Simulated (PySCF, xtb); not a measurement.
Mg(I)(Et) (C₂H₅IMg), SMILES C[CH2][Mg][I]. One conformer was computed; it need not be the lowest.

Harmonic wavenumbers (cm⁻¹) from xtb with GFN2-xTB at its own minimum, in rising order: 41, 47, 205, 225, 271, 473, 557, 924, 975, 1053, 1181, 1232, 1412, 1475, 1487, 1503, 2923, 2930, 2942, 2950, 2960.

Problem. What does PBE-D3(BJ)/def2-SVP (PySCF 2.14.0) give at its own minimum? (An estimate is asked for; the answer gives what the named calculation found.)

Solution. 64, 91, 187, 225, 270, 536, 546, 886, 917, 1002, 1118, 1197, 1343, 1381, 1420, 1431, 2939, 2956, 3003, 3010, 3036. Paired by order, the mean absolute difference is 45 cm⁻¹ and the zero-point energies are 39.7 and 39.4 kcal/mol.
